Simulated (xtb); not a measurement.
Cl$_{4}$Hf, triplet, from a rough starting geometry (GFN-xTB shapes and energies of metal compounds can be far from the true ones) (the multiplicity is a formal guess); GFN2-xTB run with xtb 6.7.1.

xtb was given this input:
```
$ xtb mol.xyz --gfn 2 --uhf 2 --opt vtight --json

# file mol.xyz
5

Hf    -0.01481276    -0.00310809    -0.05019473
Cl     1.80395148    -0.59371453    -1.21714996
Cl     0.63930210     0.46223485     2.08412258
Cl    -1.03874347     1.81996314    -0.88874896
Cl    -1.50060528    -1.71914411     0.09402638
```

It wrote (shortened):

```
   ID    Z sym.   atoms
    1   72 Hf     1
    2   17 Cl     2-5

           -------------------------------------------------
          |                Calculation Setup                |
           -------------------------------------------------

           -------------------------------------------------
          |                 G F N 2 - x T B                 |
           -------------------------------------------------

          ...................................................
          :                      SETUP                      :
          :.................................................:
          :  # basis functions                  50          :
          :  # atomic orbitals                  45          :
          :  # shells                           15          :
          :  # electrons                        32          :
          :  max. iterations                   250          :
          :  Hamiltonian                  GFN2-xTB          :
          :  restarted?                      false          :
          :  GBSA solvation                  false          :
          :  PC potential                    false          :
          :  electronic temp.          300.0000000     K    :
          :  accuracy                    1.0000000          :
          :  -> integral cutoff          0.2500000E+02      :
          :  -> integral neglect         0.1000000E-07      :
          :  -> SCF convergence          0.1000000E-05 Eh   :
          :  -> wf. convergence          0.1000000E-03 e    :
          :  Broyden damping             0.4000000          :
          :  net charge                          0          :
          :  unpaired electrons                  2          :
          ...................................................

 iter      E             dE          RMSdq      gap      omega  full diag
   1    -11.0076092 -0.110076E+02  0.372E+01    0.00       0.0  T
   2    -16.0454728 -0.503786E+01  0.258E+01    0.00       1.0  T
   3    -18.8685017 -0.282303E+01  0.146E+01    0.00       1.0  T
   4    -19.2343502 -0.365849E+00  0.119E+01    0.00       1.0  T
   5    -19.3830683 -0.148718E+00  0.105E+01    0.00       1.0  T
   6    -19.4566089 -0.735406E-01  0.959E+00    0.00       1.0  T
   7    -19.5257274 -0.691184E-01  0.884E+00    0.01       1.0  T
   8    -19.5733298 -0.476025E-01  0.823E+00    0.00       1.0  T
   9    -19.6187791 -0.454493E-01  0.725E+00    0.01       1.0  T
  10    -19.6866470 -0.678679E-01  0.590E+00    0.01       1.0  T
  11    -19.7070414 -0.203945E-01  0.519E+00    0.01       1.0  T
  12    -19.7721194 -0.650780E-01  0.308E+00    0.01       1.0  T
  13    -19.7937417 -0.216223E-01  0.172E+00    0.01       1.0  T
  14    -19.7973628 -0.362115E-02  0.130E+00    0.01       1.0  T
  15    -19.8011381 -0.377522E-02  0.626E-01    0.01       1.0  T
  16    -19.8012796 -0.141544E-03  0.578E-01    0.01       1.0  T
  17    -19.8008178  0.461791E-03  0.682E-01    0.01       1.0  T
  18    -19.8020797 -0.126191E-02  0.298E-01    0.01       1.0  T
  19    -19.8021988 -0.119043E-03  0.186E-01    0.01       1.0  T
  20    -19.8023057 -0.106895E-03  0.980E-02    0.01       1.0  T
  21    -19.8023042  0.148834E-05  0.778E-02    0.01       1.0  T
  22    -19.8023063 -0.207105E-05  0.649E-02    0.01       1.0  T
  23    -19.8023102 -0.391555E-05  0.328E-02    0.01       1.4  T
  24    -19.8023119 -0.173360E-05  0.162E-02    0.01       2.8  T
  25    -19.8023115  0.382075E-06  0.179E-02    0.01       2.5  T
  26    -19.8023120 -0.521865E-06  0.106E-02    0.01       4.2  T
  27    -19.8023123 -0.290314E-06  0.242E-03    0.01      18.5  T
  28    -19.8023123  0.601522E-08  0.207E-03    0.01      21.6  T
  29    -19.8023123 -0.248788E-08  0.220E-03    0.01      20.4  T
  30    -19.8023123 -0.119876E-07  0.119E-03    0.01      37.5  T
  31    -19.8023123 -0.106375E-08  0.836E-04    0.01      53.5  T
  32    -19.8023123 -0.192926E-08  0.414E-04    0.01     108.0  T

[...]
 * total energy  :   -19.7903758 Eh     change       -0.3470523E-03 Eh
 * total energy  :   -19.7904135 Eh     change       -0.3771024E-04 Eh
 * total energy  :   -19.7904154 Eh     change       -0.1901159E-05 Eh
 * total energy  :   -19.7904322 Eh     change       -0.1687685E-04 Eh
 * total energy  :   -19.7904379 Eh     change       -0.5665166E-05 Eh
 * total energy  :   -19.7904394 Eh     change       -0.1496284E-05 Eh
 * total energy  :   -19.7904403 Eh     change       -0.8843628E-06 Eh
 * total energy  :   -19.7904412 Eh     change       -0.9020632E-06 Eh
 * total energy  :   -19.7904431 Eh     change       -0.1912987E-05 Eh
 * total energy  :   -19.7904442 Eh     change       -0.1046132E-05 Eh
 * total energy  :   -19.7904448 Eh     change       -0.6887329E-06 Eh
 * total energy  :   -19.7904449 Eh     change       -0.9863584E-07 Eh
   *** GEOMETRY OPTIMIZATION CONVERGED AFTER 38 ITERATIONS ***
         :: total energy             -19.790444938116 Eh    ::
[...]
        12        1.9998           -0.4595231             -12.5043
        13        1.9988           -0.4579358             -12.4611
        14        1.9599           -0.4545934             -12.3701
        15        1.7744           -0.4527486             -12.3199
        16        1.2673           -0.4506187             -12.2620
        17        0.9992           -0.3573073              -9.7228 (HOMO)
        18        0.0004           -0.3432215              -9.3395 (LUMO)
        19        0.0004           -0.3430573              -9.3351
        20        0.0000           -0.3383039              -9.2057
        21                         -0.2655330              -7.2255
        22                         -0.1104164              -3.0046
        23                         -0.0705493              -1.9197
        24                         -0.0058953              -0.1604
        25                         -0.0057816              -0.1573
        26                         -0.0053806              -0.1464
        27                         -0.0051775              -0.1409
        28                         -0.0050265              -0.1368
       ...                                ...                  ...
        45                          1.0199459              27.7541
      -------------------------------------------------------------
                  HL-Gap            0.0140857 Eh            0.3833 eV
             Fermi-level           -0.4010664 Eh          -10.9136 eV

     #   Z          covCN         q      C6AA      α(0)
     1  72 Hf       2.922     0.653   153.243    26.651
     2  17 Cl       0.745    -0.163   104.035    15.602
     3  17 Cl       0.745    -0.163   104.035    15.602
     4  17 Cl       0.745    -0.163   104.031    15.601
     5  17 Cl       0.745    -0.163   104.030    15.601

 Mol. C6AA /au·bohr⁶  :       2777.292682
 Mol. C8AA /au·bohr⁸  :     188518.766571
 Mol. α(0) /au        :         89.057069

Wiberg/Mayer (AO) data.
largest (>0.10) Wiberg bond orders for each atom

 ---------------------------------------------------------------------------
     #   Z sym  total        # sym  WBO       # sym  WBO       # sym  WBO
 ---------------------------------------------------------------------------
     1  72 Hf   3.394 --     3 Cl   0.849     2 Cl   0.849     4 Cl   0.848
                             5 Cl   0.848
     2  17 Cl   1.196 --     1 Hf   0.849     3 Cl   0.132     4 Cl   0.109
                             5 Cl   0.106
     3  17 Cl   1.196 --     1 Hf   0.849     2 Cl   0.132     5 Cl   0.109
                             4 Cl   0.106
     4  17 Cl   1.196 --     1 Hf   0.848     5 Cl   0.133     2 Cl   0.109
                             3 Cl   0.106
     5  17 Cl   1.196 --     1 Hf   0.848     4 Cl   0.133     3 Cl   0.109
                             2 Cl   0.106
 ---------------------------------------------------------------------------

Topologies differ in total number of bonds
Writing topology from bond orders to xtbtopo.mol

molecular dipole:
                 x           y           z       tot (Debye)
 q only:       -0.000      -0.001      -0.001
   full:        0.000      -0.001      -0.000       0.002
molecular quadrupole (traceless):
                xx          xy          yy          xz          yz          zz
 q only:       -2.820      -1.738       3.939      -1.075       3.485      -1.118
  q+dip:       -3.379      -2.071       4.704      -1.294       4.149      -1.325
   full:       -3.842      -2.140       5.068      -1.602       4.241      -1.226

optimized geometry written to: xtbopt.xyz

           -------------------------------------------------
          | TOTAL ENERGY              -19.790444938116 Eh   |
          | GRADIENT NORM               0.000025835748 Eh/α |
          | HOMO-LUMO GAP               0.383292702026 eV   |
           -------------------------------------------------

normal termination of xtb
```
